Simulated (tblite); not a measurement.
Species: C4H9ClO2Si2.
Numbering: `[CH:1]#[C:2][Si@@H:3]([O:4][CH2:5][CH3:6])[O:7][SiH2:8][Cl:9]` (hydrogens: H10 on C1; H11 on Si3; H12, H13 on C5; H14, H15, H16 on C6; H17, H18 on Si8)

A start from a force field or distance geometry was refined with tblite, GFN2-xTB geometry optimisation, gas phase. Values at the start:

| coordinate | start |
| --- | --- |
| C1≡C2 | 1.199 Å |
| C1–H10 | 1.077 Å |
| C2–Si3 | 1.827 Å |
| Si3–O4 | 1.726 Å |
| Si3–O7 | 1.705 Å |
| Si3–H11 | 1.483 Å |
| O4–C5 | 1.388 Å |
| C5–C6 | 1.520 Å |
| C5–H12 | 1.115 Å |
| C5–H13 | 1.109 Å |
| C6–H14 | 1.115 Å |
| O7–Si8 | 1.713 Å |
| Si8–Cl9 | 2.075 Å |
| Si8–H17 | 1.479 Å |
| Si8–H18 | 1.469 Å |
| C1–C2–Si3 | 178.1° |
| C2–Si3–O4 | 110.0° |
| C2–Si3–O7 | 112.7° |
| Si3–O4–C5 | 107.6° |
| Si3–O7–Si8 | 110.4° |
| O4–Si3–O7 | 112.1° |
| O4–C5–C6 | 112.6° |
| O7–Si8–Cl9 | 108.8° |

**Question.** How do these coordinates change at the GFN2-xTB level?

**Answer.** 
| coordinate | GFN2-xTB (Å or °) | change |
| --- | --- | --- |
| Si3–O4 | 1.614 | -0.112 |
| O7–Si8 | 1.607 | -0.106 |
| Si3–O7 | 1.619 | -0.086 |
| Si8–Cl9 | 2.002 | -0.073 |
| C2–Si3 | 1.856 | +0.029 |
| C6–H14 | 1.087 | -0.028 |
| Si3–H11 | 1.458 | -0.025 |
| C1–H10 | 1.053 | -0.024 |
| Si8–H17 | 1.456 | -0.023 |
| C5–H12 | 1.097 | -0.018 |
| Si8–H18 | 1.455 | -0.014 |
| C5–H13 | 1.097 | -0.012 |
| O4–C5 | 1.400 | +0.012 |
| C1≡C2 | 1.202 | +0.003 |
| C5–C6 | 1.521 | +0.001 |
| Si3–O7–Si8 | 157.8 | +47.4 |
| Si3–O4–C5 | 129.5 | +21.9 |
| O4–Si3–O7 | 104.2 | -7.9 |
| O4–C5–C6 | 109.5 | -3.1 |
| O7–Si8–Cl9 | 106.0 | -2.8 |
| C2–Si3–O7 | 109.9 | -2.8 |
| C2–Si3–O4 | 111.0 | +1.0 |
| C1–C2–Si3 | 178.4 | +0.3 |

The energy falls by 112.1 kJ/mol over 123 L-BFGS steps, the largest force on an atom goes from 2.71 to 0.009 eV/Å, and the atoms move by 0.817 Å rms after alignment. The bond that changes most is Si3–O4 (oxygen-bound silicon to silyl ether oxygen), which shortens by 0.112 Å. Bonds longer at the end by more than 0.005 Å: 2 of 17; shorter: 13. Among the dihedrals that turn most is C2–Si3–O7–Si8, from -149° to -67°. Rotational constants go from 1443, 490.3, 380.1 to 1551, 480.7, 401.4 MHz.

The run took 2.2 s of wall time on an Arm Neoverse N1 with one thread, no GPU, shared host with 64 logical CPUs at a one-minute load of 42.

Its lowest GFN2-xTB frequency is 12i cm⁻¹, too small to tell a flat minimum from a shallow saddle. One conformer, not necessarily the lowest.

The numbers are calculated, not measured.
